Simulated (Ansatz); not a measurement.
The same ligand exchange along the group Si, Ge, Sn.

Calculated with Ansatz (gas phase, PBE0-D4/def2-TZVP geometries, no zero-point term in ΔE). CBS: MP2 limit from def2 TZ/QZ plus the TZ coupled-cluster correction, frozen cores. Small cases extrapolate CCSD(T) itself. DFT in def2-TZVPP. Elements past krypton have def2 core potentials. For Ge, Sn outer-core shells are correlated without core-valence functions, which leaves a few kJ/mol of doubt a bond. Scalar relativity is left out up to krypton. One conformer a species, not always the lowest.

| reaction | B2PLYP (kcal/mol) | B97M-V (kcal/mol) | RPA@PBE/def2-TZVPP (kcal/mol) | CCSD(T)/CBS(def2) (kcal/mol) |
| --- | --- | --- | --- | --- |
| `O[Si]F` + HCl → `F[Si]Cl` + H₂O | 4.6 | 4.2 | 5.2 | 3.6 |
| `[OH][Ge][F]` + HCl → `[F][Ge][Cl]` + H₂O | -5.3 | -6.0 | -3.9 | -6.1 |
| `[OH][Sn][F]` + HCl → `[F][Sn][Cl]` + H₂O | -15.8 | -16.6 | -13.8 | -16.2 |

Largest T1 diagnostic: 0.018, for `[OH][Sn][F]`.

Extrapolated directly: `O[Si]F` + HCl → `F[Si]Cl` + H₂O.
